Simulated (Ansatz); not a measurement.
FeCl, multiplicity 6 (the spin of the measured ground state), most abundant isotopes (55.9349 and 34.9689 u). Constants from fifth-degree fits in 1/R to seven points on the lowest solution found; no spin–orbit coupling, no relativity up to Kr; ω_e x_e and α_e move by some per cent with the fit.

Correlated levels freeze the inner cores; with def2 sets outer-core shells near the valence are correlated too.

Codes used: Ansatz (Gaussian orbitals). 

```tsv
level	r_e (Å)	ω_e (cm⁻¹)	ω_e x_e (cm⁻¹)	α_e (cm⁻¹)
PBE/def2-TZVPP	2.1681	392.3	1.61	0.000930
CCSD(T)/def2-TZVPP	2.1931	401.5	1.29	0.000791
```

D_e from total energies of the atoms and the molecule: 3.71 eV at PBE/def2-TZVPP; 3.40 eV at CCSD(T)/def2-TZVPP.

**Question.** Derive the rotational constants, the centrifugal constant, the fundamental, the zero-point energy and the force constant, and test the Morse rule for the well depth.

**Answer.** 
μ = 21.51704 u.
- PBE/def2-TZVPP: B_e = 16.8576/(μ r_e²) = 0.16667 cm⁻¹; B₀ = B_e − α_e/2 = 0.16620 cm⁻¹; D = 4B_e³/ω_e² = 1.20e-07 cm⁻¹; fundamental ω_e − 2ω_e x_e = 389 cm⁻¹; zero-point energy ω_e/2 − ω_e x_e/4 = 196 cm⁻¹; k = μ(2πcω_e)² = 195 N/m; a Morse well would hold ω_e²/(4ω_e x_e) = 2.96 eV against the computed D_e of 3.71 eV
- CCSD(T)/def2-TZVPP: B_e = 16.8576/(μ r_e²) = 0.16289 cm⁻¹; B₀ = B_e − α_e/2 = 0.16250 cm⁻¹; D = 4B_e³/ω_e² = 1.07e-07 cm⁻¹; fundamental ω_e − 2ω_e x_e = 399 cm⁻¹; zero-point energy ω_e/2 − ω_e x_e/4 = 200 cm⁻¹; k = μ(2πcω_e)² = 204 N/m; a Morse well would hold ω_e²/(4ω_e x_e) = 3.88 eV against the computed D_e of 3.40 eV

Ansatz is a program for electronic structure.
